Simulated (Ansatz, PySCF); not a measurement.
This triplet is an excited state, 0.57 eV above the relaxed singlet at the level frozen-core CCSD(T)/cc-pVTZ // PBE0-D3(BJ)/def2-TZVP (Ansatz, an electronic-structure program).

**H₄Si₂, SMILES `[SiH3][SiH]` (excited triplet) (charge 0, multiplicity 3)**

These are PBE-D3(BJ)/def2-TZVP // PBE0-D3(BJ)/def2-TZVP (PySCF 2.14.0) values and carry that method's errors.

```json
{
 "highest_occupied_spin_orbital": "-4.77 eV",
 "dipole_moment": "0.20 D",
 "total_energy": "-581.0005 Ha",
 "cost": "roughly 70 core-seconds"
}
```

Bonded distances (Å): Si1–Si2 2.316, Si1–H3 1.492, Si2–H4 1.489, Si2–H5 1.489, Si2–H6 1.485. Bond angles (°): Si2–Si1–H3 122.3, Si1–Si2–H4 111.5, Si1–Si2–H5 111.4, Si1–Si2–H6 106.9, H4–Si2–H5 108.7, H4–Si2–H6 109.2, H5–Si2–H6 109.2.
Charge 0, spin multiplicity 3.
